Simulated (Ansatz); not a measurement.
`O[SiH2]PO`, 9 atoms. The species carries charge 0 and has multiplicity 1. All runs use 2 threads of an Arm Neoverse V1 on a shared host. Correlated methods freeze the cores.

Question: How many basis functions does each run have, and how long does it take in Ansatz? RKS PBE0-D4/def2-TZVP frequencies; RKS ωB97M-V/def2-SVP energy; RHF-CCSD(T)/def2-SVP energy; RKS ωB97M-V/def2-QZVPP energy; RKS BLYP-D4/def2-TZVPP energy; RKS PBE0-D4/def2-QZVPP energy; RKS PBE0-D4/def2-TZVPP energy; RKS PBE0-D4/def2-TZVP relaxation (18 steps); RKS BHLYP-D4/def2-TZVPP energy; RKS PBE0-D4/def2-SVP energy; direct RPA on PBE orbitals/def2-TZVPP energy; RKS CAM-B3LYP-D4/def2-TZVPP energy. (An estimate is asked.)

Answer: The calculation gave: Other jobs shared the machine, so times are rough.

```
                                level                    job  functions  wall time  peak host memory (GiB)
                 RKS PBE0-D4/def2-SVP                 energy         89      1.5 s                    0.16
               RKS BLYP-D4/def2-TZVPP                 energy        216      3.1 s                    0.25
                 RHF-CCSD(T)/def2-SVP                 energy         89      3.8 s                    0.28
               RKS PBE0-D4/def2-TZVPP                 energy        216        4 s                    0.46
              RKS BHLYP-D4/def2-TZVPP                 energy        216      4.3 s                    0.47
          RKS CAM-B3LYP-D4/def2-TZVPP                 energy        216      4.8 s                    0.52
direct RPA on PBE orbitals/def2-TZVPP                 energy        216      6.5 s                    0.42
                 RKS ωB97M-V/def2-SVP                 energy         89        7 s                    0.25
               RKS PBE0-D4/def2-QZVPP                 energy        404       11 s                     1.1
               RKS ωB97M-V/def2-QZVPP                 energy        404       25 s                     1.4
                RKS PBE0-D4/def2-TZVP  relaxation (18 steps)        166       72 s                    0.36
                RKS PBE0-D4/def2-TZVP            frequencies        166    2.2 min                    0.36
```
